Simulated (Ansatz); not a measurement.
Saddle point of BAsNH$_{7}$, singlet (BNH₄ ([BH2][NH2]) + AsH₃ → BAsH₄ ([BH2][AsH2]) + NH₃ (still joined by a long B–N bond); bonds formed: B1–As6, N2–H5; bonds broken: H5–As6; bonds weakened to dative contacts: B1–N2), PBE0-D4/def2-TZVP structure:

```tsv
atom	x (Å)	y (Å)	z (Å)
B1	0.3625	0.2157	-0.8558
N2	-0.4045	1.2629	-0.0415
H3	1.5475	0.3772	-0.9120
H4	-0.2176	-0.2178	-1.8093
H5	-0.2258	-0.0379	0.4693
As6	0.3906	-1.7518	0.3931
H7	-1.3425	1.5132	-0.3054
H8	0.0973	1.9985	0.4266
H9	-1.0472	-1.9981	0.8376
H10	0.8397	-1.3620	1.7973
```

Energies are electronic, without zero-point energy. Barriers and step energies count from the start structure reached by relaxing down the imaginary mode; all methods use the PBE0-D4 structures, on which another method's saddle can fall below an end. Program: Ansatz 0.2.0. Basis: def2-TZVPP, with def2-QZVPP for the basis limit. Cores are frozen in the correlated methods. Filled d shells of the heavier atoms are correlated. The def2 sets are not built for correlating such inner shells, so the correlated values are less sure here. B3LYP uses VWN-RPA correlation. Extrapolation: Hartree–Fock as exp(−7.88 √X), correlation as X^−2.97.

```
      method  barrier (eV)  step energy (eV)
       SPW92         0.979            -0.382
      PBE-D4         1.329            -0.122
     BLYP-D4         1.666             0.156
   r2SCAN-D4             ?            -0.070
      B97M-V         1.752             0.028
     PBE0-D4         1.474            -0.157
    B3LYP-D4         1.758             0.109
  r2SCAN0-D4         1.578            -0.110
    BHLYP-D4         1.962             0.099
CAM-B3LYP-D4         1.825             0.088
     wB97X-V         1.763            -0.020
     wB97M-V         1.753             0.003
      B2PLYP             ?             0.077
    PBE-QIDH             ?            -0.170
  RPA on PBE         1.817             0.047
          HF         2.576             0.381
         MP2         1.636            -0.110
        CCSD         1.904             0.012
     CCSD(T)         1.777            -0.034
```

Problem. Fill in the withheld barriers. (An estimate is asked for; the value comes from the calculation.)

Solution. Computed: r2SCAN-D4 1.491; B2PLYP 1.786; PBE-QIDH 1.595 eV. Each is the energy of the saddle less that of the start structure, by the same method.

For comparison, the barrier by CCSD(T) at an estimated basis limit (MP2 extrapolated from triple and quadruple zeta, plus CCSD(T) − MP2 in triple zeta) is 1.731 eV.

No T1 diagnostic of these runs exceeds 0.012.

Labels in which every atom is bracketed show which atoms are joined, not bond orders.

For scale, one of the runs: CCSD(T)/def2-TZVPP, 208 basis functions, launched by `ansatz run in.yaml --threads 4 --pin off --events-out ev --progress --plain --max-ram 9574MiB`. Time: 67 s of wall clock on 4 CPU threads of an Arm Neoverse V2; the host was shared. Peak host memory: 2.9 GiB.
